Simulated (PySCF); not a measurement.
F₃Ga (SMILES [F][Ga]([F])[F]), singlet, geometry from GFN2-xTB (such geometries of metal compounds can be far from the true shape); B97M-V/def2-SVP run with PySCF.

The PySCF input:
```python
from pyscf import gto, scf, dft

mol = gto.Mole()
mol.atom = '''
    Ga    0.00000000    0.00000000    0.00000000
    F    -1.46913290   -0.91659287    0.05150673
    F     0.00422448    1.59195676   -0.68322965
    F     1.46490843   -0.67536388    0.63172292
'''
mol.basis = 'def2-svp'
mol.verbose = 4
mol.build()

mf = dft.RKS(mol)
mf.xc = 'b97m_v'
mf.kernel()
```

### Question
Write the output that PySCF gives for this input, abridged.

### Answer

```
PySCF version 2.14.0

[INPUT] verbose = 4
[INPUT] num. atoms = 4
[INPUT] num. electrons = 58
[INPUT] charge = 0
[INPUT] spin (= nelec alpha-beta = 2S) = 0
[INPUT] symmetry False subgroup None
[INPUT] Mole.unit = angstrom
[INPUT] Symbol           X                Y                Z      unit          X                Y                Z       unit  Magmom
[INPUT]  1 Ga     0.000000000000   0.000000000000   0.000000000000 AA    0.000000000000   0.000000000000   0.000000000000 Bohr   0.0
[INPUT]  2 F     -1.469132900000  -0.916592870000   0.051506730000 AA   -2.776258821588  -1.732109492029   0.097333613272 Bohr   0.0
[INPUT]  3 F      0.004224480000   1.591956760000  -0.683229650000 AA    0.007983110219   3.008362278550  -1.291116918682 Bohr   0.0
[INPUT]  4 F      1.464908430000  -0.675363880000   0.631722920000 AA    2.768275730267  -1.276252767624   1.193783305411 Bohr   0.0

nuclear repulsion = 298.527041573079
number of shells = 30
number of NR pGTOs = 146
number of NR cGTOs = 74
basis = def2-svp
ecp = {}

******** <class 'pyscf.dft.rks.RKS'> ********
method = RKS
initial guess = minao
damping factor = 0
level_shift factor = 0
DIIS = <class 'pyscf.scf.diis.CDIIS'>
diis_start_cycle = 1
diis_space = 8
diis_damp = 0
SCF conv_tol = 1e-09
SCF conv_tol_grad = None
SCF max_cycles = 50
direct_scf = True
direct_scf_tol = 1e-13
XC library pyscf.dft.libxc version 7.1.2
    S. Lehtola, C. Steigemann, M. J. T. Oliveira, and M. A. L. Marques,  SoftwareX 7, 1–5 (2018)
XC functionals = b97m_v
    N. Mardirossian and M. Head-Gordon,  J. Chem. Phys. 142, 074111 (2015)
radial grids:
    Treutler-Ahlrichs [JCP 102, 346 (1995); DOI:10.1063/1.469408] (M4) radial grids

becke partition: Becke, JCP 88, 2547 (1988); DOI:10.1063/1.454033
pruning grids: <function nwchem_prune>
grids dens level: 3
symmetrized grids: False
atomic radii adjust function: <function treutler_atomic_radii_adjust>
** Following is NLC and NLC Grids **
NLC functional = b97m_v
radial grids:
    Treutler-Ahlrichs [JCP 102, 346 (1995); DOI:10.1063/1.469408] (M4) radial grids

becke partition: Becke, JCP 88, 2547 (1988); DOI:10.1063/1.454033
pruning grids: <function nwchem_prune>
grids dens level: 3
symmetrized grids: False
atomic radii adjust function: <function treutler_atomic_radii_adjust>
small_rho_cutoff = 0
Set gradient conv threshold to 3.16228e-05
Initial guess from minao.
tot grids = 63696
tot grids = 63696
init E= -2223.08151082356
  HOMO = -0.483439237960715  LUMO = -0.12218132612732  gap/eV = 9.83033
cycle= 1 E= -2223.25909357701  delta_E= -0.178  |g|= 1.22  |ddm|= 2.39
  HOMO = -0.208636118357596  LUMO = -0.0860268487839124  gap/eV = 3.33637
cycle= 2 E= -2222.23332583484  delta_E= 1.03  |g|=  2.7  |ddm|= 3.05
  HOMO = -0.373464748551071  LUMO = -0.114781264003916  gap/eV = 7.03914
cycle= 3 E= -2223.52363652972  delta_E= -1.29  |g|= 0.0547  |ddm|=  2.2
  HOMO = -0.366941196045445  LUMO = -0.118427345819017  gap/eV = 6.76241
cycle= 4 E= -2223.52377237961  delta_E= -0.000136  |g|= 0.0557  |ddm|= 0.0723
  HOMO = -0.369567922535236  LUMO = -0.119518312418101  gap/eV = 6.80420
cycle= 5 E= -2223.5241648259  delta_E= -0.000392  |g|= 0.00765  |ddm|= 0.0253
  HOMO = -0.369474419014927  LUMO = -0.118870639212356  gap/eV = 6.81928
cycle= 6 E= -2223.52417609822  delta_E= -1.13e-05  |g|= 0.00104  |ddm|= 0.00931
  HOMO = -0.369645481082967  LUMO = -0.119004670063366  gap/eV = 6.82028
cycle= 7 E= -2223.52417626091  delta_E= -1.63e-07  |g|= 0.000134  |ddm|= 0.000634
  HOMO = -0.369649849279344  LUMO = -0.119014690828668  gap/eV = 6.82013
cycle= 8 E= -2223.52417626067  delta_E= 2.35e-10  |g|= 0.000144  |ddm|= 0.000199
  HOMO = -0.369650718098113  LUMO = -0.11901708860994  gap/eV = 6.82009
cycle= 9 E= -2223.52417626447  delta_E= -3.8e-09  |g|= 5.62e-06  |ddm|= 0.000103
  HOMO = -0.369650801816689  LUMO = -0.119016789290774  gap/eV = 6.82010
cycle= 10 E= -2223.52417626447  delta_E= -6.37e-12  |g|= 1.24e-07  |ddm|= 5.86e-06
  HOMO = -0.369650809677655  LUMO = -0.119016785488437  gap/eV = 6.82010
Extra cycle  E= -2223.52417626448  delta_E= -5.46e-12  |g|= 1.49e-07  |ddm|= 1.22e-07
converged SCF energy = -2223.52417626448
```
